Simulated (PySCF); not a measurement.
B3LYP has the VWN-RPA correlation part, as in Gaussian. 

Cartesian coordinates (Å):
SMILES: C=C=C=C
```xyz
8

C      1.9379     0.1218     0.0958
C      0.6299     0.0397     0.0412
C     -0.6299    -0.0394    -0.0114
C     -1.9379    -0.1217    -0.0659
H      2.4453     0.4704     0.9883
H      2.5572    -0.1562    -0.7496
H     -2.5571     0.1542     0.7802
H     -2.4454    -0.4687    -0.9590
```
Charge 0, spin multiplicity 1.

Problem. Give the total energy, HOMO, dipole moment, LUMO and HOMO–LUMO gap at the level B3LYP-D3(BJ)/def2-TZVP run with PySCF 2.14.0.

Solution. 
The total energy comes out as -154.8031 Ha, the HOMO comes out as -6.88 eV and the dipole moment is 0.000 e·Å. The LUMO is -1.81 eV. The HOMO–LUMO gap is 5.07 eV.
